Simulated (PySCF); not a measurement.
Metal series MCl3, each in one or more spin states. Isolated molecules, 0 K electronic values unless said otherwise. Multiplicities are imposed; where one is given, others were not computed.

The numbers are results of B3LYP-D3(BJ)/def2-TZVP // BP86-D3(BJ)/def2-SVP run with PySCF 2.14.0, not measurements. B3LYP has the VWN-RPA correlation part, as in Gaussian. 

| species | mean distance from the central atom to its bonded neighbours (Å) | charge on the central atom (Mulliken) (e) | spin population on the central atom (Mulliken) | highest occupied spin orbital (eV) |
|---|---|---|---|---|
| M = Ti, multiplicity 2 | 2.190 | 1.04 | 1.08 | ? |
| M = Fe, multiplicity 4 ([Fe(Cl)3] (excited quartet)) | 2.105 | 0.78 | ? | ? |
| M = Fe, multiplicity 6 ([Fe(Cl)3] (lower sextet)) | 2.151 | 0.87 | 4.00 | -8.86 |
| M = Zr, multiplicity 2 ([Zr(Cl)3]) | ? | ? | 1.05 | -6.05 |
| M = Rh, multiplicity 1 ([Rh(Cl)3]) | 2.201 | 0.72 | – | – |
| M = Pd, multiplicity 2 ([Pd(Cl)3]) | 2.241 | 0.63 | 0.47 | -8.47 |
| M = Hf, multiplicity 2 ([Hf(Cl)3]) | 2.343 | ? | 1.05 | -5.96 |
| M = Pt, multiplicity 2 ([Pt(Cl)3]) | 2.252 | 0.64 | 0.53 | ? |

Problem. What belongs in the gaps?

Solution. 
- M = Ti, multiplicity 2, highest occupied spin orbital (eV): -7.31
- M = Fe, multiplicity 4 ([Fe(Cl)3] (excited quartet)), spin population on the central atom (Mulliken): 2.91
- M = Fe, multiplicity 4 ([Fe(Cl)3] (excited quartet)), highest occupied spin orbital (eV): -8.46
- M = Zr, multiplicity 2 ([Zr(Cl)3]), mean distance from the central atom to its bonded neighbours (Å): 2.339
- M = Zr, multiplicity 2 ([Zr(Cl)3]), charge on the central atom (Mulliken) (e): 1.10
- M = Hf, multiplicity 2 ([Hf(Cl)3]), charge on the central atom (Mulliken) (e): 1.00
- M = Pt, multiplicity 2 ([Pt(Cl)3]), highest occupied spin orbital (eV): -8.08
